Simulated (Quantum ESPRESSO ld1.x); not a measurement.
Problem. These are the eigenvalues of the occupied orbitals of an atom or ion with whole-number occupations (eV). All-electron calculation, scalar-relativistic Kohn-Sham, LDA (Slater exchange, Perdew-Zunger correlation), spin-polarised, spherical densities, point nucleus. Program: ld1.x of Quantum ESPRESSO 7.5.

| orbital | eigenvalue |
|---|---|
| 1s up | -77948.7 |

Which element is it, and in what charge state? The configuration may be excited. Open shells, if any, are filled with parallel spins first.

Solution. Z = 73, tantalum, charge +72: Ta72+ in 1s1. The 1s level, -2864.6 hartree, gives Z - s = 75.7 by -(Z - s)^2/2, which with screening and relativity narrows Z to a few neighbours, and with so few levels the electron count can be read from the list.
